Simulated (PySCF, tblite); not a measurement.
Isomers of C7H9S (doublet state), one GFN2-xTB conformer each. Single-point energies are computed at B3LYP/pcH-1 (PySCF, gas phase, no added dispersion term), electronic only. GFN2-xTB treats the open shell by occupation alone, and not every SCF solution was tested for stability.

```tsv
SMILES	GFN2-xTB relative energy (kcal/mol)
C=[C]C1=CSC[C@H]1C	0.0
S[C@@H]1C[C@]12[CH]CC=C2	5.8
C#C[C]1CSC[C@H]1C	8.3
```

Conformers: `[CH2:1]=[C:2][C:3]1=[CH:4][S:5][CH2:6][C@H:7]1[CH3:8]` (doublet state) with C3–C4–S5–C6 11°, C4–S5–C6–C7 -23°, S5–C6–C7–C8 -91°, C2–C3–C7–C6 161°; `[SH:1][C@@H:2]1[CH2:3][C@:4]12[CH:5][CH2:6][CH:7]=[CH:8]2` (doublet state) with H–S1–C2–C3 140°; `[CH:1]#[C:2][C:3]1[CH2:4][S:5][CH2:6][C@H:7]1[CH3:8]` (doublet state) with C2–C3–C4–S5 -178°, C3–C4–S5–C6 17°, C4–S5–C6–C7 -33°, S5–C6–C7–C8 -81°.

Problem. What does B3LYP/pcH-1 give for the same structures?

Solution. 
```csv
SMILES,B3LYP/pcH-1 E (Eh),B3LYP/pcH-1 (kcal/mol),GFN2-xTB (kcal/mol),point group
C=[C]C1=CSC[C@H]1C,-670.28970,0.0,0.0,C1
C#C[C]1CSC[C@H]1C,-670.27625,8.4,8.3,C1
S[C@@H]1C[C@]12[CH]CC=C2,-670.26880,13.1,5.8,C1
```

Both levels put the same isomer lowest; measured from each level's own lowest isomer, the values differ by up to 7.3 kcal/mol (S[C@@H]1C[C@]12[CH]CC=C2: 5.8 against 13.1). As drawn, the highest has a three-membered ring, an S–H bond and a quaternary carbon, which the lowest lacks. Neighbours under 5.0 kcal/mol apart (C#C[C]1CSC[C@H]1C and S[C@@H]1C[C@]12[CH]CC=C2) can change places with a better method, another conformer or zero-point energy.

Problem. What happens when harmonic zero-point energies from GFN2-xTB frequencies are added?

Solution. 
```
                  SMILES  ZPE (kcal/mol)  electronic (kcal/mol)  with ZPE (kcal/mol)
      C=[C]C1=CSC[C@H]1C            84.0                    0.0                  0.0
       C#C[C]1CSC[C@H]1C            83.8                    8.4                  8.2
S[C@@H]1C[C@]12[CH]CC=C2            82.3                   13.1                 11.5
```

The zero-point energies span 1.7 kcal/mol. The order is unchanged.
